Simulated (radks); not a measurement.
Problem. These are the eigenvalues of the occupied orbitals of an atom or ion with whole-number occupations (eV). Method: scalar-relativistic Kohn-Sham, PBE, spin-polarised, spherical densities, point nucleus; computed with a radial shooting solver on a logarithmic mesh with Libxc functionals.

| orbital | eigenvalue |
|---|---|
| 1s up | -558.0070 |
| 1s down | -556.2293 |
| 2s up | -60.1297 |
| 2s down | -55.4189 |
| 2p up | -45.0849 |

Which element is it, and in what charge state? The configuration may be excited. Open shells, if any, are filled with parallel spins first.

Solution. Z = 8, oxygen, charge +2: O2+ in [He] 2s2 2p2. The list shows which subshells hold electrons but not how many an open one holds; the 1s level, -20.506 hartree, gives Z - s = 6.4 by -(Z - s)^2/2, which with screening and relativity narrows Z to a few neighbours, and the depths of the outer levels then fix element, charge and occupations together.
